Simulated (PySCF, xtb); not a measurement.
H₂Si₂, SMILES [Si]=[SiH2] (connectivity only; charge and spin as stated), neutral, multiplicity 1.

Geometry: TPSSh-D3(BJ)/def2-TZVP. The isomer is the one that the SMILES or the coordinates give; other isomers of the formula were not compared.

Computed with PySCF with C-PCM-ωB97X/def2-TZVPD.

The values are the electrostatic part of the solvation free energy, E(continuum) − E(gas) at the gas-phase geometry, in a cavity of scaled van der Waals radii (PySCF's table); cavitation and dispersion terms are not included. In vacuum the orbital gap is 6.52 eV. The dipole moment in vacuum is 0.36 D.

```json
[
 {"solvent": "water", "ε": "78.36", "ΔG(elec) (kcal/mol)": "-1.7", "dipole (D)": "0.63", "gap (eV)": "6.70"},
 {"solvent": "acetonitrile", "ε": "35.69", "ΔG(elec) (kcal/mol)": "-1.6", "dipole (D)": "0.63", "gap (eV)": "6.69"},
 {"solvent": "cyclohexanone", "ε": "15.62", "ΔG(elec) (kcal/mol)": "-1.6", "dipole (D)": "0.61", "gap (eV)": "6.69"}
]
```

For comparison, GFN2-xTB/ALPB(water) (xtb, at the GFN2-xTB geometry, all terms of that model) gives 1.1 kcal/mol.
